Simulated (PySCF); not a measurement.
Species: 1,1,1,2-tetrafluoroethane, C$_{2}$H$_{2}$F$_{4}$ (charge 0, singlet). 
Geometry from a B3LYP-D3(BJ)/def2-TZVP (Ansatz) optimisation:
SMILES: FCC(F)(F)F
```xyz
8

F     -1.6811    -0.9996     0.1245
C     -1.1517     0.2566    -0.0625
C      0.3646     0.1829    -0.0217
F      0.8538    -0.6115    -0.9848
F      0.8125    -0.2755     1.1561
F      0.8677     1.4206    -0.2063
H     -1.4937     0.9174     0.7350
H     -1.4596     0.6393    -1.0362
```
Charge 0, spin multiplicity 1.

Dispersion corrections to the total energy (kcal/mol) from the dftd3 and dftd4 libraries through PySCF: D3(BJ) without and D4 with the three-body term, each with the damping fitted for the functional named.

| functional | D3(BJ) | D4 |
|---|---|---|
| TPSSh | -2.84 | … |
| revPBE | -6.98 | -10.46 |
| BHLYP | … | -2.87 |
| BP86 | -3.73 | -3.47 |
| BLYP | -5.37 | -6.35 |
| CAM-B3LYP | -1.77 | … |
| B2GP-PLYP | -1.31 | -1.11 |

### Question
Complete the blanks.

### Answer

- TPSSh, D4: -3.39
- BHLYP, D3(BJ): -3.24
- CAM-B3LYP, D4: -2.22
